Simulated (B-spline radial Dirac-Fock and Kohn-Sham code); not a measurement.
## Kohn-Sham estimates against Dirac-Fock for the levels of Pm

System: the Pm atom, configuration [Xe] 4f5 5d2 (not the ground configuration).

The density-functional columns are spherical, spin-unpolarised Dirac-Kohn-Sham results without Breit or QED terms: −ε is minus the orbital energy of the initial state and ΔSCF the difference of two total energies. The reference in the last column comes from relaxed Dirac-Fock hole states (ΔSCF) with Breit and QED corrections and a finite nucleus. All numbers are from a radial B-spline solver, in eV; a selection of levels is shown. For the 1s level of heavy atoms much of the gap between ΔSCF and the reference is the Breit and QED part, -184.1 eV here; for other levels the error of the functional can be larger.

```tsv
level	LDA −ε	LDA ΔSCF	Dirac-Fock
K (1s)	44928.8	45355.7	45183.6
L1 (2s)	7301.5	7375.7	7433.8
L2 (2p1/2)	6917.7	7012.4	7014.2
L3 (2p3/2)	6358.2	6443.8	6460.6
M1 (3s)	1590.6	1610.8	1653.6
M2 (3p1/2)	1425.5	1447.1	1474.4
M3 (3p3/2)	1313.1	1333.2	1361.1
M4 (3d3/2)	1025.0	1049.0	1053.3
M5 (3d5/2)	1000.6	1024.1	1029.5
N1 (4s)	314.5	321.9	341.7
N2 (4p1/2)	251.7	258.9	272.1
N3 (4p3/2)	227.0	233.9	247.5
N4 (4d3/2)	123.5	130.1	131.6
N5 (4d5/2)	119.1	125.6	127.3
N6,7 (4f)	0.73	5.75	1.53
O1 (5s)	40.13	44.17	46.02
O2 (5p1/2)	23.36	27.13	25.78
O3 (5p3/2)	20.09	23.73	22.62
O4,5 (5d)	1.07	3.43	2.19
```

Values without a named source are computed, but for edge energies of neutral atoms, which are taken from tables.
